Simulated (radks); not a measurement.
Neutral potassium, configuration [Ar] 4s1. All-electron calculation, scalar-relativistic Kohn-Sham, LDA (Slater exchange, Perdew-Wang correlation), spin-polarised, spherical densities, point nucleus; open shells are filled with parallel spins first. Program: a radial shooting solver on a logarithmic mesh with Libxc functionals.

Radial electron density D(r) = 4 pi r^2 rho(r):

```
   r/bohr * D(r) (the largest magnitude, 22.8, reaches the edge; | marks zero)
 0.003995 | *
 0.005286 |  *
 0.006994 |    *
 0.009254 |        *
  0.01224 |            *
  0.01607 |                   *
  0.02127 |                           *
  0.02814 |                                     *
  0.03723 |                                              *
  0.04926 |                                                    *
  0.06466 |                                                    *
  0.08555 |                                             *
   0.1132 |                                       *
   0.1498 |                                      *
   0.1982 |                                               *
   0.2622 |                                                      *
   0.3442 |                                                *
   0.4554 |                              *
   0.6025 |              *
   0.7972 |            *
    1.055 |               *
    1.396 |             *
    1.832 |      *
    2.424 |  *
    3.207 |*
    4.243 |*
    5.614 *
    7.428 *
    9.751 *
     12.9 *
```

D(r) has 3 maxima, at r = 0.0555, 0.271, 1.10 bohr, and minima at 0.131, 0.724 bohr, inside which lie 2.15, 10.37 electrons.
